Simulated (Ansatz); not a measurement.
`C=C(O)B(C)N`, relaxed with RKS PBE0-D4/def2-TZVP in the Gaussian-basis code of Ansatz from a PBE-D4/def2-SVP geometry. The force threshold is 0.005 eV/Å; the program also tests the step.

Charge 0, multiplicity 1.

Start:

```xyz
14

C    -0.449   -1.338    1.529
C     0.055   -0.151    1.115
O     0.611    0.696    2.057
B     0.151    0.277   -0.406
C    -0.834   -0.279   -1.511
N     1.164    1.207   -0.731
H    -0.436   -1.629    2.592
H    -0.856   -2.050    0.798
H     0.653    1.583    1.655
H    -0.740   -1.384   -1.584
H    -1.892   -0.086   -1.238
H    -0.655    0.136   -2.524
H     1.903    1.467   -0.074
H     1.325    1.552   -1.678
```

| step | energy (eV) | largest force (eV/Å) | largest move (Å) |
| --- | --- | --- | --- |
| 1 | -7450.1131 | 0.861 | 0.000 |
| 2 | -7450.1705 | 0.207 | 0.037 |
| 3 | -7450.1741 | 0.079 | 0.042 |
| 4 | -7450.1764 | 0.035 | 0.029 |
| 5 | -7450.1766 | 0.026 | 0.005 |
| 6 | -7450.1767 | 0.011 | 0.011 |
| 7 | -7450.1768 | 0.008 | 0.005 |
| 8 | -7450.1768 | 0.006 | 0.007 |
| 9 | -7450.1768 | 0.004 | 0.005 |

End:

```xyz
14

C    -0.452   -1.318    1.507
C     0.063   -0.154    1.109
O     0.628    0.664    2.060
B     0.156    0.274   -0.401
C    -0.817   -0.293   -1.496
N     1.143    1.210   -0.736
H    -0.447   -1.618    2.549
H    -0.872   -1.999    0.780
H     0.671    1.556    1.706
H    -0.748   -1.385   -1.547
H    -1.859   -0.070   -1.248
H    -0.617    0.094   -2.498
H     1.872    1.501   -0.106
H     1.280    1.537   -1.678
```

It took 42 s on 4 threads of an Arm Neoverse V1 on a shared host, with 0.66 GiB of host memory at the peak.
